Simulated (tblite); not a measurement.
C5H10FNSi.
Atom-mapped SMILES: `[NH2:1][SiH2:2][C@@H:3]1[CH:4]=[CH:5][CH2:6][C@H:7]1[F:8]` (hydrogens: H9, H10 on N1; H11, H12 on Si2; H13 on C3; H14 on C4; H15 on C5; H16, H17 on C6; H18 on C7)

Computed with GFN2-xTB (tblite), gas phase: L-BFGS steps from a force-field or distance-geometry start until the largest atomic force falls under 0.01 eV/Å.

Step 14: E = -685.3844 eV
```
atom  x, y, z in Å  |  force x, y, z in eV/Å
N1      2.6337   -0.8723    1.0354   -0.032   0.068  -0.007
Si2     1.0586   -1.3212    0.5053   -0.038  -0.033   0.047
C3      0.3144    0.0664   -0.5778   -0.001   0.004  -0.026
C4      0.1412    1.3883    0.0944    0.090   0.000   0.020
C5     -1.1268    1.7306    0.2382   -0.016  -0.008   0.079
C6     -2.0498    0.6787   -0.2904    0.008  -0.088  -0.040
C7     -1.1108   -0.2756   -1.0369    0.086  -0.059  -0.031
F8     -1.2216   -0.0531   -2.4018   -0.015  -0.011  -0.048
H9      3.0608   -1.3921    1.7863   -0.057   0.027  -0.085
H10     3.3345   -0.6082    0.3606   -0.029   0.018   0.016
H11     1.0051   -2.5485   -0.3091   -0.005  -0.011   0.006
H12     0.2626   -1.4968    1.7179   -0.003   0.012   0.047
H13     0.9500    0.1880   -1.4596   -0.019  -0.020  -0.040
H14     0.9893    1.9715    0.3998    0.080   0.024   0.029
H15    -1.5076    2.6354    0.6748    0.013   0.038   0.058
H16    -2.5692    0.1606    0.5184   -0.005   0.001   0.024
H17    -2.7983    1.0849   -0.9696   -0.048   0.016  -0.047
H18    -1.3748   -1.3302   -0.9041   -0.009   0.021  -0.001
```

Step 15: E = -685.3863 eV
```
atom  x, y, z in Å  |  force x, y, z in eV/Å
N1      2.6309   -0.8671    1.0347   -0.056   0.059  -0.015
Si2     1.0577   -1.3215    0.5045   -0.051  -0.048   0.052
C3      0.3158    0.0641   -0.5801    0.023   0.039  -0.004
C4      0.1440    1.3845    0.0951    0.028   0.053   0.029
C5     -1.1243    1.7289    0.2398    0.011  -0.037   0.078
C6     -2.0467    0.6759   -0.2898   -0.013  -0.021  -0.039
C7     -1.1075   -0.2762   -1.0380    0.026  -0.037  -0.033
F8     -1.2201   -0.0563   -2.4032   -0.016   0.010  -0.050
H9      3.0562   -1.3886    1.7847   -0.033   0.019  -0.069
H10     3.3313   -0.6015    0.3605   -0.016   0.019   0.010
H11     0.9948   -2.5491   -0.3100    0.012  -0.007   0.017
H12     0.2642   -1.4949    1.7196   -0.001   0.013   0.037
H13     0.9504    0.1873   -1.4618   -0.004  -0.022  -0.048
H14     0.9897    1.9703    0.4020    0.097   0.011   0.024
H15    -1.5050    2.6337    0.6788    0.027   0.005   0.042
H16    -2.5700    0.1604    0.5188    0.019  -0.011   0.011
H17    -2.7948    1.0838   -0.9688   -0.047   0.016  -0.053
H18    -1.3754   -1.3272   -0.9050   -0.006  -0.062   0.011
```

Step 16: E = -685.3882 eV
```
atom  x, y, z in Å  |  force x, y, z in eV/Å
N1      2.6270   -0.8612    1.0336   -0.060   0.048  -0.020
Si2     1.0559   -1.3228    0.5043   -0.061  -0.039   0.033
C3      0.3178    0.0626   -0.5824    0.037   0.056   0.013
C4      0.1474    1.3819    0.0963   -0.030   0.081   0.029
C5     -1.1217    1.7263    0.2430    0.037  -0.055   0.057
C6     -2.0441    0.6729   -0.2900   -0.023   0.050  -0.025
C7     -1.1038   -0.2775   -1.0398   -0.041  -0.003  -0.026
F8     -1.2189   -0.0593   -2.4055   -0.011   0.018  -0.036
H9      3.0514   -1.3843    1.7822   -0.012   0.010  -0.047
H10     3.3280   -0.5941    0.3609   -0.016   0.021   0.002
H11     0.9840   -2.5500   -0.3109    0.027  -0.006   0.029
H12     0.2656   -1.4928    1.7220   -0.005   0.012   0.034
H13     0.9508    0.1862   -1.4648    0.011  -0.020  -0.044
H14     0.9921    1.9691    0.4046    0.090  -0.009   0.015
H15    -1.5018    2.6320    0.6836    0.037  -0.035   0.027
H16    -2.5703    0.1599    0.5191    0.040  -0.020  -0.014
H17    -2.7922    1.0832   -0.9690   -0.025   0.006  -0.040
H18    -1.3760   -1.3258   -0.9055    0.005  -0.115   0.013
```

Step 17: E = -685.3902 eV
```
atom  x, y, z in Å  |  force x, y, z in eV/Å
N1      2.6216   -0.8534    1.0322   -0.071   0.029  -0.019
Si2     1.0529   -1.3244    0.5046   -0.056  -0.004   0.005
C3      0.3205    0.0619   -0.5847    0.026   0.052   0.017
C4      0.1512    1.3803    0.0979   -0.060   0.073   0.015
C5     -1.1188    1.7228    0.2475    0.052  -0.051   0.023
C6     -2.0417    0.6703   -0.2907   -0.020   0.100  -0.006
C7     -1.1006   -0.2793   -1.0420   -0.092   0.030  -0.009
F8     -1.2176   -0.0620   -2.4084   -0.007   0.018  -0.007
H9      3.0454   -1.3799    1.7780    0.013  -0.002  -0.016
H10     3.3236   -0.5862    0.3611   -0.013   0.027  -0.017
H11     0.9738   -2.5509   -0.3107    0.039  -0.013   0.037
H12     0.2672   -1.4903    1.7253   -0.014   0.008   0.036
H13     0.9515    0.1846   -1.4689    0.019  -0.016  -0.024
H14     0.9963    1.9679    0.4079    0.064  -0.033   0.003
H15    -1.4975    2.6295    0.6894    0.037  -0.068   0.019
H16    -2.5697    0.1590    0.5194    0.053  -0.027  -0.044
H17    -2.7900    1.0827   -0.9701    0.004  -0.003  -0.017
H18    -1.3767   -1.3263   -0.9058    0.027  -0.120   0.005
```

Problem. Estimate the geometry and energy of step 18. (The exact step hangs on the optimiser's Hessian estimate; all steps are aligned on step 17, rigid shifts and turns removed.)

Solution. E = -685.3920 eV, largest force 0.106 eV/Å
```
atom  x, y, z in Å  |  force x, y, z in eV/Å
N1      2.6151   -0.8451    1.0308   -0.040   0.005  -0.013
Si2     1.0489   -1.3258    0.5051   -0.051   0.035  -0.021
C3      0.3230    0.0622   -0.5868   -0.007   0.026   0.004
C4      0.1547    1.3799    0.0995   -0.048   0.033  -0.009
C5     -1.1158    1.7188    0.2525    0.047  -0.025  -0.012
C6     -2.0398    0.6692   -0.2916   -0.007   0.099   0.006
C7     -1.0989   -0.2809   -1.0443   -0.096   0.043   0.010
F8     -1.2165   -0.0642   -2.4114   -0.008   0.011   0.025
H9      3.0394   -1.3761    1.7731    0.024   0.000  -0.001
H10     3.3187   -0.5786    0.3607   -0.031   0.028  -0.021
H11     0.9657   -2.5519   -0.3095    0.045  -0.021   0.041
H12     0.2685   -1.4878    1.7292   -0.023   0.005   0.034
H13     0.9524    0.1827   -1.4732    0.016  -0.010   0.006
H14     1.0014    1.9662    0.4111    0.029  -0.051  -0.006
H15    -1.4927    2.6259    0.6954    0.025  -0.075   0.024
H16    -2.5680    0.1578    0.5188    0.052  -0.030  -0.062
H17    -2.7880    1.0823   -0.9717    0.023   0.001   0.005
H18    -1.3770   -1.3285   -0.9061    0.050  -0.075  -0.009
```

The energy changes by -0.0018 eV. The first-order estimate −F·Δx gives -0.0026 eV and the mean of the old and new forces, exact on a quadratic surface, -0.0018 eV. The step makes an angle of 70° with the force vector and moves no atom by more than 0.011 Å.

What follows is the cost of the whole relaxation. Hardware: one thread, Intel Xeon at 2.50 GHz (x86_64), shared host. Cost: 1.7 s of wall time.
